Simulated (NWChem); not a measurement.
System: C$_{5}$H$_{5}$F; SMILES C(F)=C=CC=C

NWChem printed, in part:

```
             Northwest Computational Chemistry Package (NWChem) 7.3.0
             --------------------------------------------------------

 C1  symmetry detected

                             Geometry "geometry" -> ""
                             -------------------------

 Output coordinates in angstroms (scale by  1.889725989 to convert to a.u.)

  No.       Tag          Charge          X              Y              Z
 ---- ---------------- ---------- -------------- -------------- --------------
    1 C                    6.0000    -0.20123781     3.02083862     0.11940063
    2 C                    6.0000    -0.37832092     1.73343722    -0.20666775
    3 C                    6.0000     0.51243423     0.66559919     0.23314206
    4 C                    6.0000     0.36756525    -0.60972826    -0.06842796
    5 C                    6.0000     0.25400139    -1.86770096    -0.40674799
    6 F                    9.0000    -0.43663938    -2.76545801     0.30303594
    7 H                    1.0000     0.63832432     3.33944726     0.74516786
    8 H                    1.0000    -0.88850734     3.79616979    -0.22657292
    9 H                    1.0000    -1.22598872     1.43649638    -0.83298246
   10 H                    1.0000     1.36291906     0.96210291     0.86410659
   11 H                    1.0000     0.71635430    -2.29976911    -1.30123639

 Effective nuclear repulsion energy (a.u.)     189.8981212027

                                Z-matrix (autoz)
                                --------

 Units are Angstrom for bonds and degrees for angles

      Type          Name      I     J     K     L     M      Value
      ----------- --------  ----- ----- ----- ----- ----- ----------
    1 Stretch                  1     2                       1.33981
    2 Stretch                  1     7                       1.09451
    3 Stretch                  1     8                       1.09233
    4 Stretch                  2     3                       1.45848
    5 Stretch                  2     9                       1.09498
    6 Stretch                  3     4                       1.31848
    7 Stretch                  3    10                       1.09971
    8 Stretch                  4     5                       1.30761
    9 Stretch                  5     6                       1.33669
   10 Stretch                  5    11                       1.09570
   11 Bend                     1     2     3               123.32658
   12 Bend                     1     2     9               120.13897
   13 Bend                     2     1     7               121.34805
   14 Bend                     2     1     8               121.45264
   15 Bend                     2     3     4               124.89801
   16 Bend                     2     3    10               116.61201
   17 Bend                     3     2     9               116.53443
   18 Bend                     3     5     6               124.71237
   19 Bend                     3     5    11               122.53998
   20 Bend                     4     3    10               118.48991
   21 Bend                     4     5     6               123.61541
   22 Bend                     4     5    11               123.63710
   23 Bend                     5     3     2               124.94651
   24 Bend                     5     3    10               118.43053
   25 Bend                     6     5    11               112.74737
   26 Bend                     7     1     8               117.19928
   27 Torsion                  1     2     3     4         179.97718
   28 Torsion                  1     2     3    10           0.07738
   29 Torsion                  2     3     5     6         -90.85998
   30 Torsion                  2     3     5    11          89.34845
   31 Torsion                  3     2     4     5        -175.49242
   32 Torsion                  3     2     1     7          -0.01930
   33 Torsion                  3     2     1     8        -179.94498
   34 Torsion                  4     3     2     9           0.03308
   35 Torsion                  6     5     3    10          90.38765
   36 Torsion                  3     4     6     5        -179.74272
   37 Torsion                  7     1     2     9         179.92287
   38 Torsion                  8     1     2     9          -0.00281
   39 Torsion                  9     2     3    10        -179.86672
   40 Torsion                 10     3     5    11         -89.40391
   41 Torsion                  3    10     4     5         175.31987
   42 Torsion                  3     4    11     5         179.76505

  xc_inp: hfexch multiplicative factor not found.

                           NWChem Geometry Optimization
                           ----------------------------

 maximum gradient threshold         (gmax) =   0.000450
 rms gradient threshold             (grms) =   0.000300
 maximum cartesian step threshold   (xmax) =   0.001800
 rms cartesian step threshold       (xrms) =   0.001200
 fixed trust radius                (trust) =   0.300000
 source of zmatrix                         =   autoz

          -------------------
          Energy Minimization
          -------------------

 Using diagonal initial Hessian
 Scaling for Hessian diagonals: bonds = 1.00  angles = 0.25  torsions = 0.10

          --------
          Step   0

                                 NWChem DFT Module
                                 -----------------

 Summary of "ao basis" -> "ao basis" (spherical)
 ------------------------------------------------------------------------------
       Tag                 Description            Shells   Functions and Types
 ---------------- ------------------------------  ------  ---------------------
 C                           3-21g                   5        9   3s2p
 F                           3-21g                   5        9   3s2p
 H                           3-21g                   2        2   2s

            General Information
            -------------------
          SCF calculation type: DFT
          Wavefunction type:  closed shell.
          No. of atoms     :    11
          No. of electrons :    44
           Alpha electrons :    22
            Beta electrons :    22
          Charge           :     0
          Spin multiplicity:     1
          Use of symmetry is: off; symmetry adaption is: off
          Maximum number of iterations: 150
          AO basis - number of functions:    64
                     number of shells:    40
          Convergence on energy requested:  1.00D-06
          Convergence on density requested:  1.00D-05
          Convergence on gradient requested:  5.00D-04

              XC Information
              --------------
                     Hartree-Fock (Exact) Exchange  1.000

      Superposition of Atomic Density Guess
      -------------------------------------

 Sum of atomic energies:        -288.65716324

      Non-variational initial energy
      ------------------------------

 Total energy =    -291.877919
 1-e energy   =    -769.056609
 2-e energy   =     287.280568
 HOMO         =      -0.251097
 LUMO         =      -0.029446

   convergence    iter        energy       DeltaE   RMS-Dens  Diis-err
 ---------------- ----- ----------------- --------- --------- ---------
 d= 0,ls=0.0,diis     1   -289.9138042493 -4.80D+02  1.35D-02  3.87D-01
 d= 0,ls=0.0,diis     2   -289.9735797795 -5.98D-02  3.87D-03  7.08D-02
 d= 0,ls=0.0,diis     3   -289.9810788704 -7.50D-03  1.59D-03  6.28D-03
 d= 0,ls=0.0,diis     4   -289.9821472060 -1.07D-03  2.90D-04  1.57D-04
 d= 0,ls=0.0,diis     5   -289.9821828667 -3.57D-05  1.15D-04  2.48D-05
  Resetting Diis
 d= 0,ls=0.0,diis     6   -289.9821892634 -6.40D-06  3.98D-05  3.31D-06
 d= 0,ls=0.0,diis     7   -289.9821901179 -8.54D-07  1.14D-05  3.45D-07
 d= 0,ls=0.0,diis     8   -289.9821902016 -8.37D-08  5.35D-06  9.07D-08

[...]

      ----------------------
      Optimization converged
      ----------------------

  Step       Energy      Delta E   Gmax     Grms     Xrms     Xmax
  ---- ---------------- -------- -------- -------- -------- --------
@    7    -289.98683623 -2.0D-07  0.00002  0.00001  0.00052  0.00138
                                     ok       ok       ok       ok

                                Z-matrix (autoz)
                                --------

 Units are Angstrom for bonds and degrees for angles

      Type          Name      I     J     K     L     M      Value     Gradient
      ----------- --------  ----- ----- ----- ----- ----- ---------- ----------
    1 Stretch                  1     2                       1.31988    0.00001
    2 Stretch                  1     7                       1.07426    0.00000
    3 Stretch                  1     8                       1.07205   -0.00001
    4 Stretch                  2     3                       1.47064   -0.00002
    5 Stretch                  2     9                       1.07324    0.00000
    6 Stretch                  3     4                       1.29556    0.00002
    7 Stretch                  3    10                       1.07699   -0.00000
    8 Stretch                  4     5                       1.28533    0.00001
    9 Stretch                  5     6                       1.37128    0.00002
   10 Stretch                  5    11                       1.06776    0.00000
   11 Bend                     1     2     3               123.16283    0.00000
   12 Bend                     1     2     9               120.68914   -0.00000
   13 Bend                     2     1     7               121.98754   -0.00001
   14 Bend                     2     1     8               121.55044    0.00001
   15 Bend                     2     3     4               123.91879   -0.00000
   16 Bend                     2     3    10               116.87153   -0.00000
   17 Bend                     3     2     9               116.14781   -0.00000
   18 Bend                     3     5     6               124.17971    0.00000
   19 Bend                     3     5    11               123.76330    0.00000
   20 Bend                     4     3    10               119.20937    0.00001
   21 Bend                     4     5     6               123.80138    0.00000
   22 Bend                     4     5    11               124.14163    0.00000
   23 Bend                     5     3     2               123.82838   -0.00001
   24 Bend                     5     3    10               119.29690    0.00001
   25 Bend                     6     5    11               112.05697   -0.00000
   26 Bend                     7     1     8               116.46196    0.00001
   27 Torsion                  1     2     3     4        -179.67080   -0.00002
   28 Torsion                  1     2     3    10           0.12586   -0.00002
   29 Torsion                  2     3     5     6         -90.32830   -0.00001
   30 Torsion                  2     3     5    11          89.61178   -0.00000
   31 Torsion                  3     2     4     5        -178.50044    0.00000
   32 Torsion                  3     2     1     7           0.07659   -0.00000
   33 Torsion                  3     2     1     8        -179.83473   -0.00000
   34 Torsion                  4     3     2     9           0.50074   -0.00002
   35 Torsion                  6     5     3    10          90.34164   -0.00001
   36 Torsion                  3     4     6     5         179.62482   -0.00000
   37 Torsion                  7     1     2     9         179.89752   -0.00000
   38 Torsion                  8     1     2     9          -0.01380   -0.00000
   39 Torsion                  9     2     3    10        -179.70260   -0.00002
   40 Torsion                 10     3     5    11         -89.71828   -0.00000
   41 Torsion                  3    10     4     5         178.34665   -0.00000
   42 Torsion                  3     4    11     5        -179.59015    0.00000

                         Geometry "geometry" -> "geometry"
                         ---------------------------------

 Output coordinates in angstroms (scale by  1.889725989 to convert to a.u.)

[...]

 Rotational Constants
 --------------------
 A=   0.639061 cm-1  (  0.919446 K)
 B=   0.044807 cm-1  (  0.064466 K)
 C=   0.043833 cm-1  (  0.063065 K)

 Temperature                      =   298.15K
 frequency scaling parameter      =   1.0000

 Zero-Point correction to Energy  =   56.247 kcal/mol  (  0.089636 au)
 Thermal correction to Energy     =   59.994 kcal/mol  (  0.095607 au)
 Thermal correction to Enthalpy   =   60.587 kcal/mol  (  0.096551 au)

 Total Entropy                    =   77.531 cal/mol-K
   - Translational                =   39.182 cal/mol-K (mol. weight =  84.0375)
   - Rotational                   =   26.643 cal/mol-K (symmetry #  =        1)
   - Vibrational                  =   11.706 cal/mol-K

 Cv (constant volume heat capacity) =   19.674 cal/mol-K
   - Translational                  =    2.979 cal/mol-K
   - Rotational                     =    2.979 cal/mol-K
   - Vibrational                    =   13.715 cal/mol-K

[normal modes left out]

 ----------------------------------------------------------------------------
 Normal Eigenvalue ||           Projected Infra Red Intensities
  Mode   [cm**-1]  || [atomic units] [(debye/angs)**2] [(KM/mol)] [arbitrary]
 ------ ---------- || -------------- ----------------- ---------- -----------
    1       -0.000 ||    0.001949           0.045         1.900       1.109
    2       -0.000 ||    0.000001           0.000         0.001       0.000
    3       -0.000 ||    0.000568           0.013         0.553       0.323
    4        0.000 ||    0.001313           0.030         1.280       0.747
    5        0.000 ||    0.000368           0.008         0.358       0.209
    6        0.000 ||    0.000028           0.001         0.027       0.016
    7      100.150 ||    0.000771           0.018         0.751       0.438
    8      141.940 ||    0.000543           0.013         0.530       0.309
    9      230.315 ||    0.002323           0.054         2.265       1.321
   10      347.319 ||    0.004136           0.095         4.032       2.352
   11      431.948 ||    0.007526           0.174         7.337       4.280
   12      575.409 ||    0.017972           0.415        17.520      10.219
   13      716.972 ||    0.035881           0.828        34.979      20.403
   14      740.760 ||    0.013127           0.303        12.797       7.464
   15      977.812 ||    0.005379           0.124         5.243       3.058
   16      990.455 ||    0.009077           0.209         8.848       5.161
   17     1069.147 ||    0.008390           0.194         8.179       4.771
   18     1121.157 ||    0.176615           4.075       172.173     100.428
   19     1122.320 ||    0.038547           0.889        37.578      21.919
   20     1168.163 ||    0.003707           0.086         3.614       2.108
   21     1271.681 ||    0.003661           0.084         3.569       2.082
   22     1319.321 ||    0.062561           1.443        60.987      35.574
   23     1461.237 ||    0.017775           0.410        17.328      10.107
   24     1470.813 ||    0.002615           0.060         2.549       1.487
   25     1562.606 ||    0.071659           1.653        69.856      40.747
   26     1636.873 ||    0.004400           0.102         4.289       2.502
   27     1843.459 ||    0.004656           0.107         4.539       2.648
   28     2268.623 ||    0.047884           1.105        46.679      27.228
   29     3307.258 ||    0.002103           0.049         2.050       1.196
   30     3320.466 ||    0.007584           0.175         7.393       4.312
   31     3353.495 ||    0.004827           0.111         4.706       2.745
   32     3403.176 ||    0.013822           0.319        13.474       7.859
   33     3411.595 ||    0.008582           0.198         8.367       4.880
 ----------------------------------------------------------------------------
```

Level: Hartree-Fock/3-21G. 

Q: Reconstruct the input file.

A: Several could match; the one computed here: the input that was run:
```
start job
memory heap 200 mb stack 900 mb global 1100 mb
geometry units angstroms
  C     -0.221689     3.007366     0.109263
  C     -0.375234     1.719288    -0.225939
  C      0.495209     0.655265     0.261236
  C      0.372456    -0.620604    -0.047765
  C      0.282868    -1.878970    -0.391773
  F     -0.441082    -2.779964     0.279682
  H      0.581478     3.329498     0.779423
  H     -0.892714     3.779756    -0.273248
  H     -1.186561     1.418788    -0.897082
  H      1.309100     0.955339     0.937174
  H      0.794705    -2.308743    -1.260036
end
basis spherical
  C library 3-21g
  F library 3-21g
  H library 3-21g
end
dft
  xc hfexch
  iterations 150
end
driver
  maxiter 120
end
task dft optimize
task dft freq
```
